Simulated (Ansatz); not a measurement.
Cartesian coordinates in Å:
```
N 0.785 1.212 -0.746
C -0.274 0.638 -0.009
Te -1.898 -0.399 -1.170
Si 0.171 -0.706 1.210
F 1.353 -0.231 2.185
H 1.384 0.533 -1.193
H 0.483 1.891 -1.433
H -0.863 1.412 0.489
H -0.812 -1.448 -1.856
H -1.007 -1.011 2.049
H 0.677 -1.890 0.474
```

The species carries charge 0 and has multiplicity 1. Te: def2 effective core potential.

List the r2SCAN/def2-TZVPP orbital energies in eV (Ansatz). (Estimate.)

The calculation gave: Occupied: -1791.83, -665.87, -385.87, -274.79, -168.71, -142.18, -117.89, -117.80, -117.58, -97.10, -97.01, -97.00, -41.75, -41.72, -41.53, -41.46, -41.42, -30.97, -24.11, -18.12, -15.77, -14.19, -13.28, -12.03, -11.19, -10.87, -10.64, -9.80, -9.04, -8.43, -8.35, -6.11, -5.55. Lowest empty: -1.66, -0.43, 0.16, 0.50, 1.12, 1.77, 2.07, 2.43.
